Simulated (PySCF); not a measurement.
A side-by-side comparison of computed properties.

First species: C₈H₉O₂P.
SMILES: `O=P1(c2ccco2)CC=CC1`

Second species: C₄H₁₁PSSi.
Z-matrix (Å and degrees, GFN2-xTB geometry), rows numbered from 1:
```
C 
S   1  1.8186
Si  2  2.1564  1  100.67
P   3  2.2509  2  109.37  1   -35.03
C   3  1.8810  2  109.44  1  -153.48
C   5  1.5044  3  119.72  2   -73.83
C   6  1.4882  5   60.32  3   110.40
H   1  1.0880  2  109.50  3    49.41
H   1  1.0847  2  106.85  3   168.53
H   1  1.0858  2  109.69  3   -72.20
H   3  1.4738  2  106.43  1    87.02
H   4  1.3801  3   93.13  2  -178.05
H   4  1.3821  3   94.68  2    89.21
H   5  1.0842  3  114.78  2   142.20
H   6  1.0789  5  117.98  7  -108.02
H   6  1.0801  5  118.09  7   108.84
H   7  1.0793  5  117.73  6   108.20
H   7  1.0797  5  117.99  6  -108.94
```

Levels: PBE0/pcSseg-1 for HOMO energy, LUMO energy and HOMO–LUMO gap. Geometries: GFN2-xTB. Each species is one conformer at its optimised geometry, gas phase, non-relativistic unless stated; the electronic structure was computed with PySCF and density fitting.

Dipoles, sizes and rotational constants follow the conformer. The torsions of the flexible species, by atom-mapped SMILES:
- `[CH3:1][S:2][Si@H:3]([PH2:4])[CH:5]1[CH2:6][CH2:7]1`: C1–S2–Si3–P4 -35°, S2–Si3–C5–C6 -74°, H–P4–Si3–S2 -178°, H–P4–Si3–S2 89°

The conformers of `O=P1(c2ccco2)CC=CC1` aren't listed.

| property | column X | column Y |
| --- | --- | --- |
| HOMO energy | -7.03 eV | -6.72 eV |
| LUMO energy | -0.60 eV | -0.01 eV |
| HOMO–LUMO gap | 6.43 eV | 6.71 eV |

Problem. Which column belongs to which species?

Solution. Column X is the first species and column Y the second. The first has 20 atoms and 88 electrons, the second 18 and 80.

Problem. How does each property change from the first species to the second?

Solution. HOMO energy +0.31 eV; LUMO energy +0.59 eV; HOMO–LUMO gap +0.28 eV.

